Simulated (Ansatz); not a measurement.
`CC#CC` + `[SiH3]S` → `CC#CS[SiH3]` + CH₄  (substitution at a C–C bond)

Isolated molecules relaxed with PBE0-D4/def2-TZVP in Ansatz; ΔE leaves out vibrations. CCSD(T)/CBS is the MP2 limit (def2-TZVPP, def2-QZVPP) plus CCSD(T) − MP2 in def2-TZVPP, frozen cores. This one scheme is used for every species.

| species | CCSD(T)/CBS(def2) energy (Eh) |
| --- | --- |
| `CC#CC` | -155.76386 |
| `[SiH3]S` | -689.27336 |
| `CC#CS[SiH3]` | -804.57192 |
| CH₄ | -40.46206 |

(1) Work out ΔE.

Largest T1 diagnostic among the species: 0.012.

Results:

(1) ΔE = (-804.57192) + (-40.46206) − (-155.76386) − (-689.27336) = 0.00324 Eh = +0.09 eV.

The D4 term adds −0.06 eV with B3LYP and −0.04 eV with PBE0; it sums over pairs of atoms, weighted by their polarisabilities, and B3LYP, whose exchange is more repulsive, gets the larger term. From PBE to PBE0 (25 % exact exchange), in def2-TZVPP and without D4, ΔE moves by +0.05 eV.

B3LYP here is the variant with VWN-RPA as its local correlation; programs differ in this.
